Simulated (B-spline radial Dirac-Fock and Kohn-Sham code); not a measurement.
**Dipole and non-dipole photoemission parameters of La 4d3/2**

System: the La atom, configuration 1s2 2s2 2p6 3s2 3p6 3d10 4s2 4p6 4d10 5s2 5p6 5d1 6s2; threshold 105.3 eV (tabulated edge). Model: Dirac-Hartree-Slater photoionisation with a Latter tail; cross sections with all multipoles, angular parameters from the dipole term and its interference with E2. Program: a radial finite-basis atomic code.

| hν (eV) | σ (kb) | β | γ | δ |
| --- | --- | --- | --- | --- |
| 122 | 696 | 0.523 | 0.019 | -0.005 |
| 133 | 410 | 1.235 | -0.008 | -0.006 |
| 134 | 391 | 1.265 | -0.016 | -0.006 |
| 136 | 354 | 1.309 | -0.035 | -0.003 |
| 200 | 226 | -0.888 | -0.192 | 0.137 |
| 300 | ? | ? | ? | ? |
| 327 | 356 | 0.392 | 0.117 | 0.018 |
| 390 | 332 | 0.664 | 0.079 | 0.005 |
| 400 | 327 | 0.697 | 0.073 | 0.003 |
| 600 | 212 | 1.081 | -0.020 | 0.001 |
| 619 | 203 | 1.101 | -0.025 | 0.002 |
| 1000 | 87.3 | 1.307 | -0.001 | 0.017 |
| 1010 | 85.6 | 1.309 | 0.001 | 0.017 |
| 1220 | 57.0 | 1.343 | 0.057 | 0.024 |
| 1470 | 37.0 | 1.358 | 0.136 | 0.032 |
| 2000 | 17.1 | 1.344 | 0.310 | 0.046 |
| 2530 | 9.07 | 1.308 | 0.472 | 0.060 |
| 3100 | 5.09 | 1.263 | 0.626 | 0.075 |
| 3110 | 5.04 | 1.262 | 0.629 | 0.075 |
| 3590 | 3.30 | 1.223 | 0.744 | 0.088 |
| 4550 | 1.59 | 1.150 | 0.944 | 0.114 |
| 4930 | 1.24 | 1.122 | 1.013 | 0.124 |
| 8047.8 | 0.241 | 0.937 | 1.423 | 0.212 |
| 8320 | 0.214 | 0.924 | 1.450 | 0.219 |
| 13800 | 0.0345 | 0.720 | 1.814 | 0.366 |

Question: Give the values at 300 eV.

Answer: σ = 355 kb, β = 0.225, γ = 0.122, δ = 0.030.

Values without a named source are computed, but for edge energies of neutral atoms, which are taken from tables.
